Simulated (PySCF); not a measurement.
Fill in the blanks.

C5H7O2 (charge -1).
InChI=1S/C5H8O2/c1-4(6)3-5(2)7/h3,6H,1-2H3/p-1/b4-3-

Conformer (atom-mapped SMILES and torsion angles): `[CH3:1][C:2](=[O:3])/[CH:4]=[C:5](/[CH3:6])[O-:7]`: C1–C2–C4–C5 0°.

```tsv
property	level	value
rotational constants A, B, C of the GFN2-xTB geometry	GFN2-xTB	?
HOMO energy	PBE0/pcSseg-1	-0.84 eV
LUMO energy	PBE0/pcSseg-1	?
13C chemical shifts (computed TMS as zero) by class	GIAO PBE0/pcSseg-1	?
1H chemical shifts (computed TMS as zero) by class	GIAO PBE0/pcSseg-1	?
isotropic shieldings of nuclei other than C and H, by class	GIAO PBE0/pcSseg-1	?
```

The electronic properties come from PySCF, for the isolated species, density fitting. NMR classes are plain means over equivalent atoms (diastereotopic ones count apart unless rotation or inversion swaps them), as if these changed places fast; in this geometry the members of some classes differ. No diffuse functions stand in pcSseg-1, which bears on an anion's orbital energies.

(1) What are the rotational constants A, B, C of the GFN2-xTB geometry?

(2) Give the isotropic shieldings of nuclei other than C and H, by class.

(3) Give the 1H chemical shifts (computed TMS as zero) by class.

(4) What is the LUMO energy?

(5) Give the 13C chemical shifts (computed TMS as zero) by class.

Answers

(1) 5.347, 1.753, 1.342 GHz.

(2) -133 (2 O) ppm.

(3) 4.59 (1 H), 1.74 (6 H) ppm.

(4) 4.85 eV.

(5) 187.0 (2 C), 95.9 (1 C), 33.1 (2 C) ppm.

With B = h/(8π²I), that is 505.379 GHz u Å² over I, the principal moments of inertia are 94.5, 288.3 and 376.5 u Å² (most abundant isotopes); the inertial defect Ic − Ia − Ib is -6.3 u Å² (zero for a rigid planar frame, negative otherwise). The rotational constants make it an asymmetric top with κ = (2B − A − C)/(A − C) = -0.79, nearer the prolate limit (−1).

One conformer stands for the species.
